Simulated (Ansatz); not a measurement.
Gas-phase electronic energies from Ansatz, PBE0-D4/def2-TZVP geometries. CCSD(T)/CBS is the MP2 limit (def2-TZVPP, def2-QZVPP) plus CCSD(T) − MP2 in def2-TZVPP, frozen cores. Functionals use def2-TZVPP. B3LYP here is the variant with VWN-RPA as its local correlation; programs differ in this. For Ge outer-core shells are correlated without core-valence functions, which leaves a few kJ/mol of doubt a bond. Scalar relativity is left out up to krypton. Each species was taken in one conformer, which may not be the lowest.

Consider the isomerisation: `C[O][Ge][O]C` → `[GeH3][O]C1CO1`.

**Question.** Is it downhill or uphill in electronic energy at CCSD(T)/CBS, and by how much? (An estimate is asked.)

**Answer.** Computed: Uphill: ΔE = +46.4 kcal/mol.

**Question.** What do these levels give: B2PLYP, B3LYP, HF/def2-QZVPP, SCS-MP2/def2-QZVPP, MP2/CBS(def2), CCSD/CBS(def2)? (Best estimate.)

**Answer.** Computed: B2PLYP 47.9, B3LYP 50.0, HF/def2-QZVPP 44.0, SCS-MP2/def2-QZVPP 45.2, MP2/CBS(def2) 46.3, CCSD/CBS(def2) 46.4 kcal/mol.

Largest T1 diagnostic among the species: 0.015.

In def2-TZVPP, CCSD(T) changes the Hartree–Fock value by −1.0 kcal/mol (the triples alone add +0.0 kcal/mol) and MP2 by −1.1 kcal/mol. From PBE to PBE0 (25 % exact exchange), in def2-TZVPP and without D4, ΔE moves by −2.9 kcal/mol.
